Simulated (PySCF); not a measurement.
Question: What does the PBE0-D3(BJ)/def2-SVP structure of 4,4-dimethyl-2-pentyne, `CC#CC(C)(C)C` look like in three dimensions?

Answer: 
```xyz
19
C7H12 angstrom
C      3.2121   -0.5512    0.2756
C      1.7846   -0.2997    0.1523
C      0.5944   -0.0902    0.0497
C     -0.8489    0.1639   -0.0748
C     -1.1359    0.7909   -1.4469
C     -1.2910    1.1266    1.0370
C     -1.6097   -1.1635    0.0571
H      3.6239   -0.0834    1.1839
H      3.4249   -1.6305    0.3314
H      3.7655   -0.1472   -0.5869
H     -0.5967    1.7425   -1.5652
H     -2.2142    0.9881   -1.5575
H     -0.8224    0.1190   -2.2596
H     -2.3712    1.3288    0.9586
H     -1.0908    0.6986    2.0305
H     -0.7541    2.0841    0.9646
H     -1.3054   -1.8711   -0.7283
H     -1.4145   -1.6334    1.0325
H     -2.6942   -0.9916   -0.0333
```

Orientation and origin are arbitrary. Atoms count from 1 in this order. The C–C distances run from 1.213 Å (C2≡C3, drawn triple) to 1.536 Å (C4–C7, drawn single), a spread of 0.323 Å.

Bonds between heavy atoms (Å): C1–C2 1.455, C2≡C3 1.213, C3–C4 1.471, C4–C5 1.536, C4–C6 1.536, C4–C7 1.536.

The calculation used PySCF 2.14.0, PBE0-D3(BJ)/def2-SVP geometry optimisation, gas phase.

Point group: near C3v, missed by 0.19 Å at most; the miss may be what the optimiser left on a soft mode (C3 holds within 0.08 Å). Whether it is a minimum is left open (no frequencies).
